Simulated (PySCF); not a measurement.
A calculated (r2SCAN, PySCF 2.14, x2c-QZVPPall with one added diffuse shell each of s, p, d, f, g type, the spin-free X2C one-electron Hamiltonian (Gaussian nucleus)) atom or ion has these occupied shells.

| shell | electrons | orbital energy (eV) | rms radius, mean of both spins (bohr) |
| --- | --- | --- | --- |
| 1s α | 1 | -69364.6 | 0.0208 |
| 1s β | 1 | -69364.6 | 0.0208 |
| 2s α | 1 | -12013.6 | 0.0839 |
| 2s β | 1 | -12013.4 | 0.0839 |
| 2p α | 3 | -10541.9 | 0.0763 |
| 2p β | 3 | -10541.7 | 0.0763 |
| 3s α | 1 | -2793.4 | 0.215 |
| 3s β | 1 | -2793.4 | 0.215 |
| 3p α | 3 | -2353.1 | 0.216 |
| 3p β | 3 | -2353.1 | 0.216 |
| 3d α | 5 | -1829.2 | 0.197 |
| 3d β | 5 | -1829.1 | 0.197 |
| 4s α | 1 | -598.33 | 0.478 |
| 4s β | 1 | -598.15 | 0.478 |
| 4p α | 3 | -452.45 | 0.509 |
| 4p β | 3 | -452.30 | 0.509 |
| 4d α | 5 | -262.49 | 0.551 |
| 4d β | 5 | -262.31 | 0.551 |
| 5s α | 1 | -101.70 | 1.13 |
| 5s β | 1 | -100.20 | 1.13 |
| 5p α | 3 | -65.611 | 1.31 |
| 5p β | 3 | -63.496 | 1.31 |
| 4f α | 7 | -54.362 | 0.679 |
| 4f β | 7 | -53.952 | 0.679 |
| 5d α | 3 | -24.733 | 1.93 |
| 6p α | 1 | -15.364 | 3.51 |

(1) Name the element and its charge.

Results:

(1) W²⁺ (tungsten, charge +2), in [Xe] 4f14 5d3 6p1, one real determinant (an excited configuration).
